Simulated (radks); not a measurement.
Effect of the nuclear size on the ruthenium ion Ru2+, [Kr] 4d6. All-electron calculation, Dirac Kohn-Sham, BLYP, spin-unpolarised, spherical densities, finite nucleus; open shells fill j = l - 1/2 first; Fermi nuclear charge, rms radius 4.4809 fm. Program: a radial shooting solver on a logarithmic mesh with Libxc functionals. The rms radius is varied about that value; shifts are against it.

rms radius (fm),total energy shift (eV),density at nucleus (e/bohr^3),1s1/2 shift (meV),2s1/2 shift (meV),4s1/2 shift (meV),5s1/2 (empty) shift (meV)
3.7953,-0.551,1.123e+05,-233,-25.4,-0.822,-0.107
4.1896,-0.244,1.11e+05,-103,-11.2,-0.364,-0.047
4.4809,0,1.101e+05,0.000,0.000,0.000,0.000
4.7229,0.214,1.094e+05,90.2,9.83,0.319,0.042
5.0455,0.514,1.086e+05,217,23.6,0.767,0.100

Slopes of the eigenvalues against <r^2> in GHz/fm^2, as finite differences over the two radii next to the reference (eigenvalue slopes, not the field-shift constants of lines): 1s1/2 9830, 2s1/2 1070, 4s1/2 34.7, 5s1/2 (empty) 4.52.
